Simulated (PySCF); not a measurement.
## Correlation energy of Pr (praseodymium, neutral)

[Xe] 4f3 6s2, one real determinant. Calculation: PySCF 2.14, in ANO-RCC-VTZP (8s7p5d3f2g1h, 104 functions); scalar relativity by spin-free X2C-1e. Frozen: [Kr] 4d10; 13 electrons correlated.

| level | correlation energy (mhartree) |
| --- | --- |
| CCSD | -362.18 |
| (T) | -18.79 |
| CCSD(T) | -380.97 |

Diagnostics: T1 = 0.025, D1 = 0.0770, largest double amplitude 0.104.

The real determinant used has ⟨L²⟩ near 34 against 42 for a pure I term, so it mixes terms. Spin-orbit coupling, absent here, splits the open shell strongly.

Cost of the coupled-cluster step: of the order of 30 core-seconds, for 13 correlated electrons.

Iterations:

```
CC2 = 0
CCSD nocc = (np.int64(8), np.int64(5)), nmo = (81, 81)
frozen orbitals [[0, 1, 2, 3, 4, 5, 6, 7, 8, 9, 10, 11, 12, 13, 14, 15, 16, 17, 18, 19, 20, 21, 22], [0, 1, 2, 3, 4, 5, 6, 7, 8, 9, 10, 11, 12, 13, 14, 15, 16, 17, 18, 19, 20, 21, 22]]
max_cycle = 100
direct = 0
conv_tol = 1e-08
conv_tol_normt = 1e-06
diis_space = 8
diis_start_cycle = 0
Init t2, MP2 energy = -0.346666444622711
Init E_corr(UCCSD) = -0.346666444760655
cycle = 1  E_corr(UCCSD) = -0.346222255853452  dE = 0.000444188907  norm(t1,t2) = 0.102684
cycle = 2  E_corr(UCCSD) = -0.35680379096273  dE = -0.0105815351  norm(t1,t2) = 0.0331826
cycle = 3  E_corr(UCCSD) = -0.358826569656063  dE = -0.00202277869  norm(t1,t2) = 0.0191034
cycle = 4  E_corr(UCCSD) = -0.360522409392057  dE = -0.00169583974  norm(t1,t2) = 0.00944614
cycle = 5  E_corr(UCCSD) = -0.360720518093835  dE = -0.000198108702  norm(t1,t2) = 0.00735591
cycle = 6  E_corr(UCCSD) = -0.361415982576171  dE = -0.000695464482  norm(t1,t2) = 0.00543535
cycle = 7  E_corr(UCCSD) = -0.36204618454181  dE = -0.000630201966  norm(t1,t2) = 0.00332297
cycle = 8  E_corr(UCCSD) = -0.362135136150927  dE = -8.89516091e-05  norm(t1,t2) = 0.00152638
cycle = 9  E_corr(UCCSD) = -0.362152692686687  dE = -1.75565358e-05  norm(t1,t2) = 0.000706304
cycle = 10  E_corr(UCCSD) = -0.36216334719959  dE = -1.06545129e-05  norm(t1,t2) = 0.000474317
cycle = 11  E_corr(UCCSD) = -0.362185181759696  dE = -2.18345601e-05  norm(t1,t2) = 0.000365969
cycle = 12  E_corr(UCCSD) = -0.362180515835999  dE = 4.6659237e-06  norm(t1,t2) = 0.000223778
cycle = 13  E_corr(UCCSD) = -0.362180998959755  dE = -4.83123756e-07  norm(t1,t2) = 0.000132661
cycle = 14  E_corr(UCCSD) = -0.362181151792299  dE = -1.52832544e-07  norm(t1,t2) = 8.32716e-05
cycle = 15  E_corr(UCCSD) = -0.362182649859293  dE = -1.49806699e-06  norm(t1,t2) = 5.28332e-05
cycle = 16  E_corr(UCCSD) = -0.362182743147856  dE = -9.32885637e-08  norm(t1,t2) = 2.70945e-05
cycle = 17  E_corr(UCCSD) = -0.362182338406852  dE = 4.04741004e-07  norm(t1,t2) = 1.44515e-05
cycle = 18  E_corr(UCCSD) = -0.362182177964587  dE = 1.60442265e-07  norm(t1,t2) = 8.29096e-06
cycle = 19  E_corr(UCCSD) = -0.362182251851391  dE = -7.38868033e-08  norm(t1,t2) = 5.40936e-06
cycle = 20  E_corr(UCCSD) = -0.362182400605019  dE = -1.48753628e-07  norm(t1,t2) = 4.00405e-06
cycle = 21  E_corr(UCCSD) = -0.362182681587844  dE = -2.80982825e-07  norm(t1,t2) = 3.26366e-06
cycle = 22  E_corr(UCCSD) = -0.36218288672265  dE = -2.05134807e-07  norm(t1,t2) = 2.34026e-06
cycle = 23  E_corr(UCCSD) = -0.36218300809841  dE = -1.2137576e-07  norm(t1,t2) = 1.65583e-06
cycle = 24  E_corr(UCCSD) = -0.362183096417353  dE = -8.83189426e-08  norm(t1,t2) = 1.20463e-06
cycle = 25  E_corr(UCCSD) = -0.362183156559123  dE = -6.01417697e-08  norm(t1,t2) = 8.38153e-07
cycle = 26  E_corr(UCCSD) = -0.36218319491573  dE = -3.83566069e-08  norm(t1,t2) = 5.35072e-07
cycle = 27  E_corr(UCCSD) = -0.362183203883585  dE = -8.96785513e-09  norm(t1,t2) = 3.39016e-07
UCCSD converged
E(UCCSD) = -9233.020228187856  E_corr = -0.3621832038835848
UCCSD(T) correction = -0.0187866726976561
```

The reference is one real determinant that mixes LS terms of this configuration.
